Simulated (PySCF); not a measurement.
# How methods differ on the ionisation energy of Cr⁺

Cr⁺ [Ar] 3d5 (6S) → Cr²⁺ [Ar] 3d4 (5D), as a difference of total energies. Computed with PySCF 2.14 in x2c-SVPall, with the spin-free X2C one-electron Hamiltonian (Gaussian nucleus). Correlated levels: valence: [Ar] frozen. The calculations carry no spin-orbit coupling.

```json
{"method": "UHF", "ionisation energy (eV)": "14.938"}
{"method": "B3LYP", "ionisation energy (eV)": "16.882"}
{"method": "PBE", "ionisation energy (eV)": "17.207"}
{"method": "MP2 (valence)", "ionisation energy (eV)": "15.708"}
{"method": "SCS-MP2 (valence)", "ionisation energy (eV)": "15.195"}
```

Task: How much does correlation contribute at MP2 (valence)?

Result: 15.708 − (14.938) = 0.770 eV, measured against UHF.

The reference lies between the lowest fine-structure levels, while these numbers refer to the centres of the terms.

Errors of the correlated levels include the incompleteness of this basis and the frozen core.

For comparison: 16.486 eV (measured; NIST Atomic Spectra Database, ionization energies).
